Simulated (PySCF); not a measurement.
## [BiH3]2+ at several levels of theory

Computed with PySCF 2.14.0 (density fitting, no spin-orbit coupling) at the geometry relaxed with B3LYP:

```xyz
4
[BiH3]2+ (singlet)
Bi    0.0000    0.0000    0.0000
H     1.7842    0.0000    0.0000
H    -0.8921    1.5452    0.0000
H    -0.8921   -1.5452    0.0000
```

```json
{"level": "B3LYP", "basis": "Bi def2-SVP with ECP60, H def2-SVP", "state": "singlet", "HOMO (eV)": "-23.63", "gap (eV)": "5.77", "charge on Bi1 (e)": "1.22", "dipole about the centre of mass (D)": "0.00", "largest force component (eV/Å)": "0.00"}
{"level": "TPSS", "basis": "the same", "state": "singlet", "HOMO (eV)": "-22.85", "gap (eV)": "4.55", "charge on Bi1 (e)": "1.24", "dipole about the centre of mass (D)": "0.00", "largest force component (eV/Å)": "0.00"}
{"level": "CAM-B3LYP", "basis": "the same", "state": "singlet", "HOMO (eV)": "-25.13", "gap (eV)": "8.66", "charge on Bi1 (e)": "1.18", "dipole about the centre of mass (D)": "0.00", "largest force component (eV/Å)": "0.22"}
{"level": "BP86", "basis": "the same", "state": "singlet", "HOMO (eV)": "-22.78", "gap (eV)": "4.21", "charge on Bi1 (e)": "1.21", "dipole about the centre of mass (D)": "0.00", "largest force component (eV/Å)": "0.16"}
{"level": "PBE", "basis": "the same", "state": "singlet", "HOMO (eV)": "-22.67", "gap (eV)": "4.21", "charge on Bi1 (e)": "1.21", "dipole about the centre of mass (D)": "0.00", "largest force component (eV/Å)": "0.16"}
{"level": "B3LYP", "basis": "Bi def2-TZVP with ECP60, H def2-TZVP", "state": "singlet", "HOMO (eV)": "-23.63", "gap (eV)": "5.75", "charge on Bi1 (e)": "1.15", "dipole about the centre of mass (D)": "0.00", "largest force component (eV/Å)": "0.10"}
```

Charges are Mulliken's, which hang on the basis. The relaxation used the grid (50, 194), these runs (75, 302) or, all-electron (x2c bases, spin-free X2C Hamiltonian), (99, 590).

**Question.** What does B3LYP with Bi x2c-SVPall, H x2c-SVPall give here?

**Answer.** state singlet, HOMO (eV) -23.66, gap (eV) 5.76, charge on Bi1 (e) 1.19, dipole about the centre of mass (D) 0.00, largest force component (eV/Å) 0.10. Time: 7.1 s on 2 threads of Arm Neoverse V1 (shared host), from free ions and atoms.

In the first row's basis the gap widens with exact exchange: 4.2 to 4.6 eV for PBE, BP86, TPSS (none); 5.8 eV for B3LYP (a fixed share); 8.7 eV for CAM-B3LYP (rising or full at long range).
